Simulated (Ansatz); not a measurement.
Basis-set series for `B[Si](F)(F)[SiH3]`. Total charge 0; spin multiplicity 1. The structure was optimised at the PBE0-D4/def2-TZVP level.

```tsv
functional	basis	functions	energy (Eh)	HOMO (eV)	LUMO (eV)
PBE0-D4	def2-SVP	103	-805.76334	-7.89	-3.05
PBE0-D4	def2-TZVPP	247	-806.25887	-7.91	-3.09
ωB97M-V	def2-SVP	103	-806.11019	-9.87	-1.01
ωB97M-V	def2-TZVPP	247	-806.61412	-9.93	-1.14
```

(1) Give the rows for def2-QZVPP. (An estimate is asked.)

## Answers

(1) Computed: 
```tsv
functional	basis	functions	energy (Eh)	HOMO (eV)	LUMO (eV)
PBE0-D4	def2-QZVPP	461	-806.29168	-7.92	-3.10
ωB97M-V	def2-QZVPP	461	-806.64484	-9.95	-1.17
```
